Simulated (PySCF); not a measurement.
## From a computed spectrum to the compound

A species of 16 atoms with charge 0 has these harmonic modes (BP86, small Gaussian bases with core potentials, PySCF 2.14.0):

| cm⁻¹ | km/mol | symmetry |
| --- | --- | --- |
| 42 | 37.8 | a'' |
| 92 | 0.0 | e'' |
| 92 | 0.0 | e'' |
| 139 | 6.1 | e' |
| 139 | 6.1 | e' |
| 181 | 0.1 | a'' |
| 472 | 100.7 | e' |
| 472 | 100.7 | e' |
| 480 | 0.0 | a' |
| 511 | 0.0 | a' |
| 534 | 18.7 | e' |
| 534 | 18.7 | e' |
| 582 | 0.0 | e'' |
| 582 | 0.0 | e'' |
| 586 | 0.0 | a'' |
| 1051 | 0.0 | a' |
| 1055 | 8.4 | e' |
| 1055 | 8.4 | e' |
| 1070 | 44.6 | a'' |
| 1078 | 0.0 | e'' |
| 1078 | 0.0 | e'' |
| 1178 | 224.4 | e' |
| 1178 | 224.4 | e' |
| 1200 | 0.0 | a' |
| 1227 | 37.2 | e' |
| 1227 | 37.2 | e' |
| 1230 | 0.0 | a' |
| 1234 | 0.0 | e'' |
| 1234 | 0.0 | e'' |
| 1237 | 11.3 | a'' |
| 2167 | 0.0 | e'' |
| 2167 | 0.0 | e'' |
| 2170 | 0.0 | a' |
| 2174 | 213.4 | e' |
| 2174 | 213.4 | e' |
| 2180 | 416.4 | a'' |
| 2272 | 0.0 | a' |
| 2285 | 102.9 | e' |
| 2285 | 102.9 | e' |
| 2586 | 124.9 | e' |
| 2586 | 124.9 | e' |
| 2587 | 0.0 | a' |

Question: Which species is it, and in which structure?

Answer: Lu(BH4)3 (singlet in the valence; each metal's 4f electrons, 14 of them, lie in its core potential, out of spins and levels):
```xyz
16

Lu    0.0000    0.0000    0.0000
B     2.3947    0.0186    0.0000
H     3.6048   -0.0264    0.0000
H     1.8827   -0.5647    1.0057
H     1.8827   -0.5647   -1.0057
H     1.9271    1.1828    0.0000
B    -1.2135    2.0646    0.0000
H    -1.7796    3.1351    0.0000
H    -0.4523    1.9128    1.0057
H    -0.4523    1.9128   -1.0057
H    -1.9879    1.0775    0.0000
B    -1.1812   -2.0832    0.0000
H    -1.8253   -3.1087    0.0000
H    -1.4304   -1.3482    1.0057
H    -1.4304   -1.3482   -1.0057
H     0.0608   -2.2603    0.0000
```
Ideal gas at 298.15 K and 1 bar: S = 390.9 J/(mol K), Cp = 141.9 J/(mol K), H − H(0 K) = 26.8 kJ/mol (rigid rotor, harmonic modes, spin degeneracy alone, that of the 4f electrons in the core included; the modes under 60 cm⁻¹ make these uncertain). An lcecp potential fixes the number of 4f electrons, so in runs with it no electron can move into or out of that shell.
 This is one of several that fit.
